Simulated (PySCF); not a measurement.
## Ionisation energy of Re(56+) by level of theory

Re(56+) [Ar] 3d1 [3d3/2^1, M_J = 3/2] → Re(57+) [Ar], as a difference of total energies. Calculation: PySCF 2.14, in an even-tempered Gaussian basis (15 s from 16 bohr⁻², ratio 2.8; 12 p from 21 bohr⁻², ratio 2.8; 8 d from 21 bohr⁻², ratio 2.8; 3 f from 65 bohr⁻², ratio 3); the two-component X2C-1e Hamiltonian. Correlated levels: [Ne] frozen; the 72 highest virtual spinors dropped. "Screened" scales the spin-orbit matrix elements by Boettger's factors to mimic the two-electron term; Breit and QED terms are absent.

| method | ionisation energy (eV) |
| --- | --- |
| GHF (spin-free) | 5481.6 |
| GMP2 (spin-free) | 5481.1 |
| GHF (screened spin-orbit) | 5530.8 |
| GMP2 (screened spin-orbit) | 5530.4 |

Breit and QED terms and the two-electron picture change are absent.

The spin-free rows lack the spin-orbit shift.

For comparison: 5528 ± 5 eV (theoretical estimate listed by NIST; NIST Atomic Spectra Database, ionization energies).
